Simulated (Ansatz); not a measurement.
Input file:

```yaml
crystal:
  periodic: [false, false, false]
  atoms:
    - { symbol: B, position_ang: [0.001741, 0.040411, 0.088908] }
    - { symbol: H, position_ang: [-0.004722, 0.434015, 1.24387] }
    - { symbol: H, position_ang: [1.050781, 0.045299, -0.487079] }
    - { symbol: H, position_ang: [-1.05199, -0.025618, -0.474656] }
    - { symbol: Br, position_ang: [0.089039, -2.418653, 0.828605] }
    - { symbol: H, position_ang: [0.051152, -1.160754, 1.589554] }
basis:
  gaussian: { orbitals: def2-TZVP }
hamiltonian:
  xc: pbe
phonons: {}
```

Launched with:

```bash
$ ansatz run input.yaml --threads 2 --pin off --max-ram 3072MiB --backend cpu --events-out ev --progress --plain --runs-dir out
```

Hardware: 2 threads of Intel(R) Xeon(R) Platinum 8259CL CPU @ 2.50GHz (Skylake/Cascade Lake), with other jobs on the host.

Q: Roughly how long does this run take, and how much memory?

A: 38 s, with a peak of 0.14 GiB, for 0 ionic steps.
